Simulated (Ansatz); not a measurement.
`[CH3][Sn]([OH])([F])[Cl]` + HBr → `[OH][Sn]([F])([Cl])[Br]` + CH₄ at 500 K and 1 bar (ligand exchange at the Sn–C bond).

Computed with Ansatz on PBE0-D4/def2-TZVP structures; ΔE is electronic, products minus reactants. CCSD(T)/CBS adds triple-zeta CCSD(T) − MP2 to the extrapolated MP2 energy (def2 sets, frozen cores). This one scheme is used for every species. def2 core potentials past Kr. For Br, Sn outer-core shells are correlated without core-valence functions, which leaves a few kJ/mol of doubt a bond. Scalar relativity is left out up to krypton. Each species was taken in one conformer, which may not be the lowest.

```csv
species,CCSD(T)/CBS energy (Eh),H − E (kJ/mol),S (J/(mol·K))
`[CH3][Sn]([OH])([F])[Cl]`,-889.34819,189.5,465.0
HBr,-2573.91920,30.5,213.7
`[OH][Sn]([F])([Cl])[Br]`,-3422.83962,90.8,458.4
CH₄,-40.46206,135.6,206.8
```

H − E and S are ideal-gas, rigid-rotor, harmonic terms from PBE0-D4/def2-TZVP, for one conformer and one mirror image of each species. 1 Eh = 2625.50 kJ/mol, R = 8.31446 J/(mol·K).

**Question.** By hand: ΔE, ΔH, ΔS and ΔG.

**Answer.** ΔE = (-3422.83962) + (-40.46206) − (-889.34819) − (-2573.91920) = -0.03429 Eh = -90.0 kJ/mol. Δ(H − E) = 90.8 + 135.6 − 189.5 − 30.5 = 6.4, so ΔH = -83.6 kJ/mol. ΔS = 458.4 + 206.8 − 465.0 − 213.7 = -13.5 J/(mol·K). ΔG = -83.6 − 500 × (-13.5)/1000 = -76.8 kJ/mol.

**Question.** By hand: the equilibrium constant, and the temperature at which ΔG would vanish if ΔH and ΔS stayed fixed.

**Answer.** log₁₀ K = −ΔG/(RT ln 10) = 8.0. ΔG = 0 at ΔH/ΔS = 6193 K, far beyond where these terms or the molecules hold.

The number of gas molecules stays the same, so ΔS is small and ΔH decides. A doubt of 5 kJ/mol in ΔE shifts log₁₀ K by 0.5 here. Other conformers and mirror images would add mixing entropy, several J/(mol·K) or more a flexible species. Modes under 60 cm⁻¹, often nearly free rotors, make the harmonic entropy too high. These are equilibria of isolated gas molecules and say nothing of rates. Largest T1 diagnostic: 0.013 (customary marks: 0.02 for closed shells, 0.045 for open ones).
